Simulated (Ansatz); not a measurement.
Isolated molecules relaxed with PBE0-D4/def2-TZVP in Ansatz; ΔE leaves out vibrations. CCSD(T)/CBS is the MP2 limit (def2-TZVPP, def2-QZVPP) plus CCSD(T) − MP2 in def2-TZVPP, frozen cores. Functionals use def2-TZVPP. For Ge outer-core shells are correlated without core-valence functions, which leaves a few kJ/mol of doubt a bond. Scalar relativity is left out up to krypton. Each species was taken in one conformer, which may not be the lowest.

Consider the isomerisation: `N=[C](S)[GeH3]` → `[SH][GeH]1[CH2][NH]1`.

Task: Is it downhill or uphill in electronic energy at CCSD(T)/CBS, and by how much? (Estimate.)

Result: Ansatz gave: Downhill: ΔE = -4.9 kcal/mol.

Task: What do these levels give: B2PLYP, PBE, PBE0, MP2/def2-TZVPP, SCS-MP2/def2-TZVPP, CCSD(T)/def2-TZVPP? (Estimate.)

Result: The calculation gave: B2PLYP -2.5, PBE -3.5, PBE0 -5.4, MP2/def2-TZVPP -6.3, SCS-MP2/def2-TZVPP -4.1, CCSD(T)/def2-TZVPP -3.5 kcal/mol.

Largest T1 diagnostic among the species: 0.013.

In def2-TZVPP, CCSD(T) changes the Hartree–Fock value by −4.5 kcal/mol (the triples alone add +0.1 kcal/mol) and MP2 by −7.3 kcal/mol. From PBE to PBE0 (25 % exact exchange), in def2-TZVPP and without D4, ΔE moves by −1.9 kcal/mol.
